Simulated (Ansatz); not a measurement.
Wavefunction ladder for GaH₃OSi (`[O]1[SiH2][GaH]1`)

```csv
atom,x (Å),y (Å),z (Å)
O1,-0.292,-1.113,-0.030
Si2,-0.066,0.243,0.874
Ga3,0.242,0.136,-1.374
H4,1.049,0.239,1.860
H5,-1.262,0.855,1.514
H6,0.330,-0.361,-2.844
```

The species carries charge 0 and has multiplicity 1. Correlated methods include outer-core shells of Ga, which these sets cover unevenly. Scalar relativity is left out up to krypton. The structure was optimised at the PBE0-D4/def2-TZVP level. Frozen core, restricted reference, Ansatz 0.2.0.

```
     basis      HF (Eh)  MP2 corr.
  def2-SVP  -2288.37725   -0.49572
def2-TZVPP  -2288.83403   -0.58459
def2-QZVPP  -2288.88756   -0.86041
```

Problem. Estimate the CCSD correlation energy and the (T) correction in each basis where they were run (hartree).

Solution. 
```json
{"basis": "def2-SVP", "CCSD corr.": "-0.50837", "(T)": "-0.01749"}
{"basis": "def2-TZVPP", "CCSD corr.": "-0.59760", "(T)": "-0.02611"}
```
